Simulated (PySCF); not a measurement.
## [VF5]2-: what the settings change

[VF5]2-: V(III) (d2), charge -2. The structure is a PBE0-D3(BJ)/def2-TZVP, IEF-PCM water geometry optimised for multiplicity 3; coordination trigonal bipyramidal, point group D3h, metal–donor distances 1.85–1.97 Å.

```
6

V     0.0000    0.0000    0.0000
F     0.0000    0.0000    1.9664
F     0.0000    0.0000   -1.9664
F     1.8498    0.0000    0.0000
F    -0.9249    1.6020    0.0000
F    -0.9249   -1.6020    0.0000
```

Method (PySCF 2.14, density fitting): CASSCF(2,5) with orbitals averaged over all microstates of the shell, strongly contracted NEVPT2 on the averaged canonical orbitals; basis x2c-TZVPall on the metal, x2c-SVPall elsewhere; spin-free X2C; IEF-PCM water; spin-orbit coupling by state interaction with the mean-field operator over all roots.

Base run: NEVPT2 ground state 3A2', next 3A1'' at 5684, then 3A2'' at 5778 cm⁻¹, B(CASSCF) 972, ζ 186 cm⁻¹, D 6.96 cm⁻¹, g 1.888 1.888 2.001, μeff(300 K) 2.80 μB.

(1) What happens with the basis x2c-TZVPall on all atoms?

(2) What happens with orbitals averaged over the highest spin alone?

NEVPT2 lifts 3A1'' from 4973 to 5684 cm⁻¹; on the d shell alone such lifts tend to overshoot. NEVPT2 on the d shell alone tends to put d–d bands too high for such charged or covalently bound ions.

Answers

(1) NEVPT2 ground state 3A2', next 3A1'' at 5598, then 3A2'' at 5675 cm⁻¹, B(CASSCF) 971, ζ 186 cm⁻¹, D 7.08 cm⁻¹, g 1.886 1.886 2.001, μeff(300 K) 2.80 μB. It took 13 s against 6.5 s on a shared host of the same kind.

(2) NEVPT2 ground state 3A2', next 3A1'' at 5671, then 3A2'' at 5767 cm⁻¹, B(CASSCF) 981, ζ 188 cm⁻¹, D 7.13 cm⁻¹, g 1.886 1.886 2.001, μeff(300 K) 2.80 μB.
